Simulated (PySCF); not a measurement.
Compound: H10O2Si4.
Structure used (GFN2-xTB), in Å, numbered top down from 1:
```
atom  x, y, z in Å
O1     2.5411    1.1784    0.5686
Si2    1.8904   -0.0151    1.4778
Si3    0.8596   -1.5972    0.1306
Si4   -0.9287   -0.8912   -1.1494
O5    -1.7464    0.1803   -0.2348
Si6   -2.2958    1.4795    0.5495
H7     3.2591    1.0187   -0.0365
H8     2.9556   -0.5563    2.3402
H9     0.9905    0.7745    2.3156
H10    1.8421   -2.2074   -0.7977
H11    0.4821   -2.7441    0.9812
H12   -1.9554   -1.8762   -1.5130
H13   -0.5642   -0.1807   -2.3859
H14   -3.1557    0.9469    1.6056
H15   -3.0454    2.2988   -0.4013
H16   -1.1363    2.2000    1.0731
```

Computed with TDDFT B3LYP/def2-SVPD, vertical, gas phase, core orbitals frozen in the response in PySCF. Note that the optimisation stopped short of convergence; the values belong to its last geometry.

Transition dipole moments from the ground state, in atomic units and in the frame of the coordinates above (overall signs are arbitrary), for the states with f of 0.002 or more among the lowest 7:

```tsv
state	E (eV)	μx	μy	μz
S1	5.666	0.429	0.122	0.449
S2	5.876	-0.315	-0.063	-0.252
S3	6.130	0.274	0.059	0.387
S4	6.274	-0.142	-0.120	0.041
S5	6.465	0.335	0.130	-0.040
S6	6.723	-0.110	0.011	0.008
S7	6.813	-0.699	-0.172	-0.435
```

(1) Work out the oscillator strengths.

(2) Which bond between heavy atoms lies closest to the direction of the S7 transition dipole?

(3) What angle do the transition dipoles of S1 and S2 make?

(4) How is the summed strength of these states shared among x, y and z?

(5) What peak molar absorption coefficient would the strongest computed level give as a lone Gaussian band 0.5 eV wide at half height?

Results:

(1) f = (2/3) ΔE |μ|² with ΔE in hartree (27.2114 eV).

```tsv
state	|μ|² (au)	|μ| (D)	f
S1	0.401	1.61	0.056
S2	0.167	1.04	0.024
S3	0.229	1.22	0.034
S4	0.036	0.48	0.006
S5	0.131	0.92	0.021
S6	0.012	0.28	0.002
S7	0.707	2.14	0.118
```

(2) Si3–Si4, at 30° from it; next Si2–Si3 at 36°.

(3) |cos θ| = |μa·μb| / (|μa| |μb|) = 0.99, so θ ≈ 8° (taken between 0 and 90°, since the signs are arbitrary).

(4) (2/3) Σ ΔE μα² gives 0.156 for x, 0.013 for y and 0.092 for z, 0.260 in all.

(5) ε(max) = 2.175×10⁸ f / FWHM, with the width in cm⁻¹. S7: 2.175×10⁸ × 0.1180 / 4033 ≈ 6400 L mol⁻¹ cm⁻¹.

Time: 75 s of wall time; peak memory 0.88 GiB. Hardware: one thread of an Arm Neoverse N1, no GPU, shared host with 64 logical CPUs at a one-minute load of 58.

One conformer stands for the species.
